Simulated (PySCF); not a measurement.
C₂H₅BO₃, SMILES CC(=O)OBO. Atoms are numbered in the order given.

```xyz
11

B     -0.4132     0.9910     1.0269
H     -1.3154     1.5946     0.5161
O      0.3216     0.0311     0.3456
C     -0.0734    -0.5068    -0.8431
C      1.0765    -1.1610    -1.5457
O     -1.2017    -0.4660    -1.2346
H      0.7332    -1.6144    -2.4816
H      1.5232    -1.9256    -0.8931
H      1.8592    -0.4149    -1.7489
O     -0.0494     1.2714     2.2907
H      0.6823     0.7191     2.5923
```

Geometry optimised at PBE0-D3(BJ)/def2-SVP. The structure was generated by enumeration, and PubChem lists no compound with its InChIKey, so it may never have been made. One conformer was computed; it need not be the lowest.

Vertical ionisation energy (IE) and electron affinity (EA) in eV. Rows of orbital energies are one-electron estimates. Where ΔSCF, EOM or ADC give a negative EA the extra electron is unbound and the value depends on the basis.

```json
[
 {"level": "−ε(HOMO), −ε(LUMO), ωB97X/def2-TZVP (PySCF)", "IE": "10.75", "EA": "-1.87"},
 {"level": "−ε(HOMO), −ε(LUMO), PBE/def2-TZVP (PySCF)", "IE": "[?]", "EA": "[?]"}
]
```

Question: Fill in the missing entries. (Estimate from the structure and the level; the computed values follow.)

Answer: 
- −ε(HOMO), −ε(LUMO), PBE/def2-TZVP (PySCF), IE: 6.54
- −ε(HOMO), −ε(LUMO), PBE/def2-TZVP (PySCF), EA: 1.57
